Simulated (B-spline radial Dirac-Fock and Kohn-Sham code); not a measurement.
What relativity does to the binding energies of Tm¹⁰⁺

System: the Tm¹⁰⁺ ion, configuration 1s2 2s2 2p6 3s2 3p6 3d10 4s2 4p6 4d10 4f11 5s2.

Both columns are ΔSCF binding energies of the configuration average from a radial B-spline solver: non-relativistic Hartree-Fock with a point nucleus, and Dirac-Fock with a finite nucleus and the Coulomb interaction alone, averaged over the two j levels with weights 2j+1.

```tsv
shell	Hartree-Fock (eV)	Dirac-Fock (eV)	shift (eV)	shift (%)
1s	55694.6	59852.5	+4157.91	+7.47
2s	9252.9	10342.1	+1089.14	+11.77
2p	8826.5	9183.3	+356.78	+4.04
3s	2239.6	2504.3	+264.68	+11.82
3p	2045.2	2143.2	+98.01	+4.79
3d	1687.5	1674.0	-13.42	-0.80
4s	593.4	658.4	+64.92	+10.94
4p	513.0	536.3	+23.38	+4.56
4d	369.1	367.0	-2.06	-0.56
4f	187.7	182.5	-5.25	-2.80
5s	197.5	211.1	+13.63	+6.90
```

Relativity binds 1s, 2s, 2p, 3s, 3p, 4s, 4p, 5s more strongly, among those listed most of all 3s in relative terms, and 3d, 4d, 4f more weakly, because the contracted s and p shells screen the nucleus better.

Values without a named source are computed, but for edge energies of neutral atoms, which are taken from tables.
